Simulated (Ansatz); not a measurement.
# Halogen abstraction

Start structure (SiHCl4, doublet), relaxed at PBE0-D4/def2-TZVP:

```json
{"atom": "Cl1", "x (Å)": "-0.4565", "y (Å)": "0.1069", "z (Å)": "0.9913"}
{"atom": "Si2", "x (Å)": "0.4012", "y (Å)": "-0.0770", "z (Å)": "-0.8301"}
{"atom": "Cl3", "x (Å)": "1.6307", "y (Å)": "-1.6815", "z (Å)": "-0.8370"}
{"atom": "Cl4", "x (Å)": "-1.0362", "y (Å)": "-0.3235", "z (Å)": "-2.2299"}
{"atom": "Cl5", "x (Å)": "1.4667", "y (Å)": "1.5900", "z (Å)": "-1.2447"}
{"atom": "H6", "x (Å)": "-2.0059", "y (Å)": "0.3850", "z (Å)": "4.1504"}
```

The step: SiCl₄ ([Cl][Si]([Cl])([Cl])[Cl]) + H → SiCl₃ ([Cl][Si]([Cl])[Cl]) + HCl; bonds formed: Cl1–H6; bonds broken: Cl1–Si2. Program: Ansatz 0.2.0. Basis: def2-TZVPP and def2-QZVPP. Cores are frozen in the correlated methods; orbitals are unrestricted. Extrapolation: Hartree–Fock as exp(−7.88 √X), correlation as X^−2.97. Energies below are by CCSD(T) at an estimated basis limit (MP2 extrapolated from triple and quadruple zeta, plus CCSD(T) − MP2 in triple zeta).

Task: What are the electronic barrier and the energy of the step, from the start structure to the end structure? (Judge from chemistry; the value comes from the calculation.)

Result: Computed: Barrier 84.2 kJ/mol; step energy 16.3 kJ/mol (uphill); reverse barrier, their difference, 67.9 kJ/mol. Barrier and step energy count from the start structure, the reverse barrier from the end structure.

The saddle point: One imaginary mode of 492i cm⁻¹.
```tsv
pair	start (Å)	saddle (Å)	end (Å)
Cl1–H6	3.53	1.51	1.28
Cl1–Si2	2.02	2.28	3.71
```

Zero-point energy (harmonic, PBE0-D4): ZPE is 19.9 kJ/mol at the start and 23.2 kJ/mol at the saddle, so the barrier goes from 84.2 to 87.5 kJ/mol.

T1 diagnostic: at most 0.014. ⟨S²⟩ of the unrestricted Hartree–Fock references: 0.75 to 0.80 (a pure state has 0.75). The unrestricted reference is spin-contaminated, which hurts MP2 most.

Radical steps of this kind take place in plasma deposition and etching.

Labels in which every atom is bracketed show which atoms are joined, not bond orders.

For scale, one of the runs: CCSD(T)/def2-TZVPP, 224 basis functions, launched by `ansatz run in.yaml --threads 8 --pin off --events-out ev --progress --plain --max-ram 19148MiB`. Hardware: 8 CPU threads of an Arm Neoverse V2, shared host. Wall time 3.5 min; peak host memory 8.4 GiB.
